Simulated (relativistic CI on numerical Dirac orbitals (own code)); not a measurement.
# d5 in a ligand field

Computed with a parametric ligand-field model of a d^n configuration (Racah B and C, spin-orbit zeta, crystal field), exact diagonalisation.

Field parameters in Wybourne normalisation: Oh B⁴₀ = 21Dq, B⁴₄ = √(5/14) B⁴₀. The field is a parameter set, without covalency, and values of 10Dq over about 45,000 cm⁻¹ lie beyond real compounds.

B = 1120 cm⁻¹, C = 5010 cm⁻¹ (C/B = 4.47), Oh, no spin-orbit coupling. Tanabe-Sugano data, E/B above the lowest term (Δ = |10Dq|; b, c mark the second and third term of a kind):

| Δ/B | 6A1 | 4T1 | 4T2 | 4T1(b) | 2T2 | 2A2 |
| --- | --- | --- | --- | --- | --- | --- |
| 1.0 | 0.00 | 32.23 | 32.35 | 38.44 | 46.62 | 46.69 |
| 5.0 | 0.00 | 29.80 | 31.82 | 40.62 | 42.75 | 44.73 |
| 9.0 | 0.00 | 26.35 | 30.41 | 43.42 | 36.20 | 41.55 |
| 13.0 | 0.00 | 22.64 | 28.04 | 45.83 | 29.00 | 37.97 |
| 17.0 | 0.00 | 18.83 | 25.00 | 47.52 | 21.55 | 34.23 |
| 21.0 | 0.00 | 14.96 | 21.59 | 48.52 | 13.97 | 30.40 |
| 25.0 | 0.00 | 11.06 | 17.98 | 49.10 | 6.32 | 26.52 |
| 29.0 | 1.40 | 8.54 | 15.66 | 50.84 | 0.00 | 24.01 |
| 33.0 | 9.16 | 12.37 | 19.63 | 58.82 | 0.00 | 27.84 |
| 37.0 | 16.96 | 16.22 | 23.58 | 66.76 | 0.00 | 31.70 |
| 41.0 | 24.78 | 20.08 | 27.53 | 74.68 | 0.00 | 35.57 |
| 45.0 | 32.63 | 23.97 | 31.48 | 82.60 | 0.00 | 39.45 |

The ground term changes from 6A1 to 2T2 between Δ/B = 25.0 and 29.0.
